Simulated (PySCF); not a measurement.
Level of theory: PySCF, UPBE0, basis Fe def2-SVP, Cl def2-SVP (no relativity, density fitting).

```xyz
3
charge 1 multiplicity 6, angstrom
Fe    0.3843    0.0014    0.0000
Cl   -0.3099   -0.0011    1.9583
Cl   -0.3099   -0.0011   -1.9583
```

FeCl₂⁺ (sextet), along the line from Fe1 (at 0) through Cl2 (at 2.078 Å).

Problem. Tabulate the fields along this line at -0.62, -0.52, -0.42, -0.31, -0.21, -0.10, 0.10, 0.21, 0.31, 0.42, 0.52, 0.62, 0.73, 0.83, 0.93, 1.04, 1.14, 1.25, 1.35, 1.45, 1.56, 1.66, 1.77, 1.87, 1.97, 2.18, 2.29, 2.39, 2.49, 2.60, 2.70, 2.80, 2.91, 3.01, 3.12, 3.22, 3.32 Å.

Solution. 
```csv
distance (Å),electron density (e/Å³),spin density (e/Å³),electron localisation function,electrostatic potential (V)
-0.62,3.11,0.802,0.559,52.7
-0.52,6.8,1.64,0.727,81.8
-0.42,14.1,3.22,0.775,142
-0.31,24.1,5.52,0.574,280
-0.21,47.9,7.24,0.174,624
-0.10,484,4.02,0.814,1910
0.10,484,3.27,0.814,1910
0.21,47.8,7.75,0.175,624
0.31,24,6.11,0.576,280
0.42,14.1,3.51,0.773,142
0.52,6.77,1.72,0.716,81.8
0.62,3.13,0.784,0.523,52.7
0.73,1.56,0.342,0.289,37.5
0.83,0.929,0.126,0.162,29
0.93,0.723,0.0254,0.168,24.3
1.04,0.743,-0.014,0.347,22.5
1.14,0.908,-0.0246,0.642,23.4
1.25,1.18,-0.0215,0.788,27.7
1.35,1.51,-0.0105,0.792,36.5
1.45,1.83,0.00434,0.612,52.3
1.56,2.14,0.0159,0.205,79.2
1.66,3.43,0.0142,0.0898,125
1.77,12.8,-0.000301,0.557,213
1.87,60.9,0.05,0.862,430
1.97,204,0.359,0.365,1320
2.18,205,0.324,0.37,1320
2.29,61.3,0.0358,0.863,429
2.39,12.7,0.00423,0.54,211
2.49,3.43,0.036,0.0936,124
2.60,2.09,0.0544,0.236,77.5
2.70,1.68,0.0549,0.686,50
2.80,1.28,0.045,0.868,33.2
2.91,0.896,0.0326,0.895,22.8
3.01,0.594,0.0221,0.882,16.3
3.12,0.385,0.0145,0.844,12.2
3.22,0.248,0.00952,0.777,9.48
3.32,0.162,0.00628,0.684,7.71
```

On a grid of 0.10 Å the density has a local minimum along the bond near 0.93 Å from Fe, at 0.72 e/Å³, where the ELF is 0.17.

With open d or f shells other occupations or spin states may lie lower.
